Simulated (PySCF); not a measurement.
**Partial charges of `O=Cc1ccnn1C1CC1`**

Compound: C7H8N2O.
Numbering: `[O:1]=[CH:2][c:3]1[cH:4][cH:5][n:6][n:7]1[CH:8]1[CH2:9][CH2:10]1` (hydrogens: H11 on C2; H12 on C4; H13 on C5; H14 on C8; H15, H16 on C9; H17, H18 on C10)

Cartesian coordinates in Å at the PBE0-D3(BJ)/def2-SVP level; atoms count from 1:
```
atom  x, y, z in Å
O1    -0.654    2.353   -1.025
C2    -1.479    1.628   -0.517
C3    -1.229    0.339    0.118
C4    -2.164   -0.507    0.716
C5    -1.411   -1.598    1.164
N6    -0.120   -1.440    0.869
N7    -0.020   -0.284    0.245
C8     1.255    0.187   -0.220
C9     2.479   -0.131    0.580
C10    2.246   -0.807   -0.738
H11   -2.559    1.914   -0.494
H12   -3.234   -0.334    0.804
H13   -1.742   -2.493    1.688
H14    1.151    1.159   -0.701
H15    2.323   -0.737    1.475
H16    3.245    0.645    0.660
H17    2.846   -0.518   -1.605
H18    1.938   -1.855   -0.703
```

Density: PBE0/pcSseg-1 (PySCF); schemes: Mulliken, IAO, Hirshfeld and ESP-fitted. The structure is a single PBE0-D3(BJ)/def2-SVP conformer in the gas phase; no vibrational or solvent corrections.

Question: Do the Mulliken, IAO, Hirshfeld and ESP-fitted schemes agree on where the charge is lowest?

Answer: The schemes don't all agree: Mulliken N7 (-0.494); IAO O1 (-0.407); Hirshfeld O1 (-0.219); ESP-fitted O1 (-0.490).

Question: At which atom do the 4 schemes differ most?

Answer: At N7: from -0.494 (Mulliken) to +0.580 e (ESP-fitted), 1.074 e apart.

Question: Do the Mulliken, IAO, Hirshfeld and ESP-fitted schemes agree on where the charge is highest?

Answer: The schemes don't all agree: Mulliken C2 (+0.356); IAO C2 (+0.238); Hirshfeld C2 (+0.117); ESP-fitted N7 (+0.580).

Question: Give the atomic charges in each scheme.

Answer: In e:

```json
{"atom": "O1", "environment": "aldehyde oxygen", "Mulliken": "-0.380", "IAO": "-0.407", "Hirshfeld": "-0.219", "ESP-fitted": "-0.490"}
{"atom": "C2", "environment": "aldehyde carbon", "Mulliken": "+0.356", "IAO": "+0.238", "Hirshfeld": "+0.117", "ESP-fitted": "+0.442"}
{"atom": "C3", "environment": "substituted aromatic carbon", "Mulliken": "+0.265", "IAO": "-0.022", "Hirshfeld": "+0.006", "ESP-fitted": "-0.207"}
{"atom": "C4", "environment": "aromatic CH carbon", "Mulliken": "-0.336", "IAO": "-0.218", "Hirshfeld": "-0.084", "ESP-fitted": "-0.372"}
{"atom": "C5", "environment": "aromatic CH next to a ring nitrogen", "Mulliken": "+0.162", "IAO": "-0.075", "Hirshfeld": "-0.028", "ESP-fitted": "+0.033"}
{"atom": "N6", "environment": "pyridine-type nitrogen", "Mulliken": "-0.214", "IAO": "-0.230", "Hirshfeld": "-0.103", "ESP-fitted": "-0.390"}
{"atom": "N7", "environment": "pyrrole-type nitrogen", "Mulliken": "-0.494", "IAO": "+0.078", "Hirshfeld": "+0.064", "ESP-fitted": "+0.580"}
{"atom": "C8", "environment": "sp3 carbon bound to nitrogen", "Mulliken": "+0.009", "IAO": "-0.051", "Hirshfeld": "+0.003", "ESP-fitted": "-0.348"}
{"atom": "C9", "environment": "three-membered-ring carbon", "Mulliken": "-0.201", "IAO": "-0.287", "Hirshfeld": "-0.087", "ESP-fitted": "-0.260"}
{"atom": "C10", "environment": "three-membered-ring carbon", "Mulliken": "-0.202", "IAO": "-0.287", "Hirshfeld": "-0.088", "ESP-fitted": "-0.268"}
{"atom": "H11", "environment": "formyl hydrogen", "Mulliken": "+0.083", "IAO": "+0.109", "Hirshfeld": "+0.047", "ESP-fitted": "+0.044"}
{"atom": "H12", "environment": "aromatic hydrogen", "Mulliken": "+0.098", "IAO": "+0.167", "Hirshfeld": "+0.061", "ESP-fitted": "+0.217"}
{"atom": "H13", "environment": "aromatic hydrogen", "Mulliken": "+0.104", "IAO": "+0.167", "Hirshfeld": "+0.062", "ESP-fitted": "+0.154"}
{"atom": "H14", "environment": "methine hydrogen", "Mulliken": "+0.153", "IAO": "+0.183", "Hirshfeld": "+0.045", "ESP-fitted": "+0.273"}
{"atom": "H15", "environment": "methylene hydrogen", "Mulliken": "+0.156", "IAO": "+0.165", "Hirshfeld": "+0.047", "ESP-fitted": "+0.135"}
{"atom": "H16", "environment": "methylene hydrogen", "Mulliken": "+0.143", "IAO": "+0.153", "Hirshfeld": "+0.055", "ESP-fitted": "+0.160"}
{"atom": "H17", "environment": "methylene hydrogen", "Mulliken": "+0.143", "IAO": "+0.153", "Hirshfeld": "+0.055", "ESP-fitted": "+0.160"}
{"atom": "H18", "environment": "methylene hydrogen", "Mulliken": "+0.155", "IAO": "+0.164", "Hirshfeld": "+0.047", "ESP-fitted": "+0.138"}
```

Mean size of the charges over all atoms: ESP-fitted 0.260 e, Mulliken 0.203 e, IAO 0.175 e, Hirshfeld 0.068 e. Each set sums to the total charge, 0, to within 0.001 e. The Mulliken scheme counts on each atom the diagonal of the density matrix times the overlap matrix over that atom's basis functions. The IAO scheme counts the electrons in orthogonalised intrinsic atomic orbitals, a minimal basis polarised so that it spans the occupied orbitals exactly.

Question: How many electrons does the ESP-fitted scheme count on C9?

Answer: Z − q = 6 − (-0.260) = 6.260.

Question: How closely do the schemes follow one another over all atoms?

Answer: Correlation coefficient and root-mean-square difference: IAO with Hirshfeld 0.96, 0.121 e; Hirshfeld with ESP-fitted 0.86, 0.232 e; IAO with ESP-fitted 0.85, 0.167 e; Mulliken with IAO 0.70, 0.171 e; Mulliken with Hirshfeld 0.66, 0.191 e; Mulliken with ESP-fitted 0.39, 0.300 e.

Question: Sum the charges by element, for elements with more than one atom.

Answer: 
```tsv
element	atoms	Mulliken	IAO	Hirshfeld	ESP-fitted
C	7	+0.053	-0.703	-0.161	-0.981
N	2	-0.709	-0.152	-0.039	+0.189
H	8	+1.036	+1.262	+0.419	+1.281
```
